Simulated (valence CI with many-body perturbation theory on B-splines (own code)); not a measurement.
**Er35+: calculated level list**

Method: valence CI with perturbative core correlation (CI+MBPT): five valence electrons over a frozen Dirac-Fock core [Ar] 3d10, radial functions for each j: 11 s, 11 p, 10 d, 8 f, 5 g, 2 h, with the one-electron correlation potential Σ1, the two-electron term Σ2, the three-electron term Σ3, Breit, model QED; selected CI, second order for the rest, scaled by the run's own slope (own B-spline code, finite nucleus).

No measured spectrum was set against this ion. As an estimate, large intervals hold to a few tenths of a per cent, small ones and those within an open d or f shell to about a per cent. Among the levels kept, up to 2100 cm⁻¹ of a level comes from second order outside the variational space, and about a tenth of that is noise between levels of different J, which matters for small intervals.

Levels 136 to 173 of 173, with energies above the lowest level, (4s^2 4p1/2^2 4p3/2) J=3/2. "Leading %" is the weight of the configuration and term that name the level; weights of strongly mixed levels are sums over their largest components and can fall short. In the jj column 3d3/2^4 stands for four electrons in 3d with j = 3/2.

```tsv
No.	Configuration	Term	J	E (× 10³ cm⁻¹)	Leading %	Second component	Leading jj
136	4s4p³4d	⁴P°	3/2	3189.2	19	18 % 4s4p³4d ²P°	4s 4p3/2^3 4d3/2 (55 %)
137	4s4p³4d	⁴D°	5/2	3202.9	16	12 % 4s²4p4d² ⁴D°	4s 4p3/2^3 4d3/2 (47 %)
138	4s²4p4d²	²F°	7/2	3211.2	12	10 % 4s4p³4d ⁴F°	4s 4p3/2^3 4d3/2 (47 %)
139	4s4p³4d	⁴F°	9/2	3217.6	32	18 % 4s4p³4d ²G°	4s 4p3/2^3 4d5/2 (62 %)
140	4s²4p4d²	⁴D°	1/2	3225.1	40	19 % 4s²4p4d² ²P°	4s^2 4p3/2 4d3/2^2 (65 %)
141	4s²4p4d²	²F°	5/2	3231.1	12	12 % 4s4p³4d ²D°	4s 4p3/2^3 4d5/2 (35 %)
142	4s²4p4d²	⁴F°	5/2	3237.1	25	12 % 4s²4p4d² ²D°	4s^2 4p3/2 4d3/2^2 (57 %)
143	4s²4p4d²	⁴F°	3/2	3237.5	22	15 % 4s²4p4d² ²D°	4s^2 4p3/2 4d3/2^2 (68 %)
144	4s4p²4d²	⁶G	3/2	3238.5	41	32 % 4s4p²4d² ⁴F	4s 4p1/2^2 4d3/2^2 (87 %)
145	4s²4p4d²	⁴F°	7/2	3244.2	19	19 % 4s²4p4d² ²G°	4s^2 4p3/2 4d3/2^2 (48 %)
146	4s²4p4d²	⁴D°	7/2	3257.5	41	12 % 4s²4p4d² ²F°	4s^2 4p3/2 4d3/2 4d5/2 (58 %)
147	4s²4p4d²	⁴G°	9/2	3261.6	36	26 % 4s²4p4d² ²G°	4s^2 4p3/2 4d3/2 4d5/2 (77 %)
148	4s²4p4d²	⁴G°	11/2	3264.4	85	7 % 4s²4p4d² ²H°	4s^2 4p3/2 4d5/2^2 (50 %)
149	4s4p²4d²	⁴F	5/2	3264.7	23	22 % 4s4p²4d² ⁶G	4s 4p1/2^2 4d3/2^2 (77 %)
150	4s²4p4d²	⁴D°	5/2	3267.8	33	32 % 4s²4p4d² ⁴P°	4s^2 4p3/2 4d3/2 4d5/2 (81 %)
151	4s²4p4d²	⁴S°	3/2	3269.0	17	15 % 4s²4p4d² ²D°	4s^2 4p3/2 4d3/2^2 (44 %)
152	4s²4p4d²	²F°	7/2	3275.8	31	12 % 4s4p³4d ²F°	4s 4p3/2^3 4d5/2 (35 %)
153	4s²4p4d²	⁴D°	3/2	3286.1	21	13 % 4s²4p²4f ²D°	4s^2 4p3/2^2 4f5/2 (26 %)
154	4s²4p4d²	²F°	5/2	3296.5	20	12 % 4s²4p²4f ⁴F°	4s^2 4p3/2^2 4f5/2 (39 %)
155	4s²4p²4f	⁴F°	7/2	3301.8	11	11 % 4s²4p4d² ²F°	4s^2 4p3/2^2 4f5/2 (28 %)
156	4s4p²4d²	⁴P	1/2	3312.3	42	34 % 4s4p²4d² ⁶D	4s 4p1/2^2 4d3/2^2 (78 %)
157	4s²4p4d²	⁴D°	1/2	3314.5	28	19 % 4s²4p²4f ²P°	4s^2 4p3/2^2 4f5/2 (31 %)
158	4s²4p4d²	²H°	11/2	3315.7	66	23 % 4s²4p²4f ⁴G°	4s^2 4p3/2 4d3/2 4d5/2 (41 %)
159	4s²4p4d²	²G°	9/2	3321.1	34	20 % 4s²4p²4f ²H°	4s^2 4p3/2^2 4f5/2 (43 %)
160	4s²4p4d²	⁴D°	5/2	3345.3	18	12 % 4s4p³4d ²D°	4s^2 4p3/2 4d3/2 4d5/2 (45 %)
161	4s²4p²4f	²P°	3/2	3347.3	13	11 % 4s²4p4d² ⁴D°	4s 4p3/2^3 4d5/2 (34 %)
162	4s²4p4d²	²S°	1/2	3348.4	32	20 % 4s²4p4d² ⁴P°	4s^2 4p3/2 4d3/2 4d5/2 (57 %)
163	4s²4p4d²	²F°	5/2	3360.0	31	17 % 4s²4p²4f ²F°	4s^2 4p3/2 4d3/2 4d5/2 (37 %)
164	4s²4p4d²	²P°	3/2	3364.0	20	13 % 4s²4p4d² ⁴P°	4s^2 4p3/2 4d3/2 4d5/2 (29 %)
165	4s²4p4d²	²G°	7/2	3365.4	36	31 % 4s²4p4d² ⁴D°	4s^2 4p3/2 4d3/2 4d5/2 (66 %)
166	4s4p²4d²	⁶G	7/2	3366.1	25	20 % 4s4p²4d² ⁴F	4s 4p1/2^2 4d3/2 4d5/2 (80 %)
167	4s4p²4d²	⁶G	5/2	3369.4	17	12 % 4p⁴4d ⁴D	4s 4p1/2^2 4d3/2 4d5/2 (56 %)
168	4p⁴4d	⁴D	3/2	3376.9	20	12 % 4p⁴4d ⁴P	4p1/2^2 4p3/2^2 4d3/2 (53 %)
169	4p⁴4d	⁴F	7/2	3383.9	17	14 % 4p⁴4d ²G	4p1/2^2 4p3/2^2 4d3/2 (50 %)
170	4s²4p4d²	²P°	1/2	3384.1	37	14 % 4s4p³4d ²P°	4s^2 4p3/2 4d5/2^2 (50 %)
171	4s²4p4d²	²D°	3/2	3396.3	31	9 % 4s²4p4d² ⁴F°	4s^2 4p3/2 4d3/2 4d5/2 (47 %)
172	4s4p²4d²	⁴F	9/2	3398.6	14	12 % 4s4p²4d² ²G	4s 4p1/2^2 4d3/2 4d5/2 (65 %)
173	4s²4p4d²	²F°	7/2	3399.4	11	10 % 4s²4p4d² ⁴D°	4s^2 4p3/2 4d5/2^2 (35 %)
```

Where two levels of one J and parity lie close, their mixing, g and order are uncertain.
